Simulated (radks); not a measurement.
Coulomb parameter of the 4d shell of neutral ruthenium in the model configuration [Kr] 4d5 5s1 5p2, as a second difference U = [E(n + 0.5) + E(n - 0.5) - 2 E(n)] / (0.5)^2 with all orbitals relaxed. "Bare": the charge of the atom changes with n. "Screened": the 5p shell takes up the change at fixed total charge, which measures U(4d,4d) + U(5p,5p) - 2 U(4d,5p). All-electron calculation, Dirac Kohn-Sham, PBE, spin-unpolarised, spherical densities, finite nucleus; open shells are shared between the two j in proportion to 2j + 1; Fermi nuclear charge, rms radius 4.4809 fm. Program: a radial shooting solver on a logarithmic mesh with Libxc functionals.

| case | configuration | E - E(n) (eV) |
|---|---|---|
| start | [Kr] 4d5 5s1 5p2 | 0.000 |
| bare +0.5 | [Kr] 4d5.5 5s1 5p2 | -5.381 |
| bare -0.5 | [Kr] 4d4.5 5s1 5p2 | 7.826 |
| screened +0.5 | [Kr] 4d5.5 5s1 5p1.5 | -4.618 |
| screened -0.5 | [Kr] 4d4.5 5s1 5p2.5 | 5.368 |

U(bare) = 9.779 eV, U(screened by 5p) = 3.000 eV, against the Slater integral F0(4d,4d) = 16.391 eV with frozen orbitals. The step up makes a negative ion, whose loosely bound charge lowers the bare value.
